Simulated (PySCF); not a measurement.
C2H6ClGe, SMILES [CH3][Ge]([CH3])[Cl], multiplicity 2.

Geometry: B3LYP-D3(BJ)/def2-SVP. The isomer is the one that the SMILES or the coordinates give; other isomers of the formula were not compared.

Two levels are set side by side: PBE/def2-TZVP (PySCF) and M06-2X/def2-TZVP (PySCF). Same geometry, gas phase. Differences are taken from unrounded values.

```tsv
quantity	M06-2X
α-spin orbital gap (eV)	8.34
β-spin orbital gap (eV)	6.91
dipole moment (D)	2.81
mean polarisability (bohr³)	69.1
```

Q: What does PBE give, and how far is it from M06-2X? (The exact figures need the calculation; the answer reports its results.)

A: 
```csv
quantity,PBE,PBE minus M06-2X
α-spin orbital gap (eV),4.39,-3.95
β-spin orbital gap (eV),3.14,-3.77
dipole moment (D),2.64,-0.18
mean polarisability (bohr³),72.3,3.2
```

PBE's more diffuse valence density responds more strongly to a field. Differences between two approximate levels are no errors against the true value.

Rough cost on one machine, each run with all the roots and properties that it gave: M06-2X against PBE within a factor of 2.
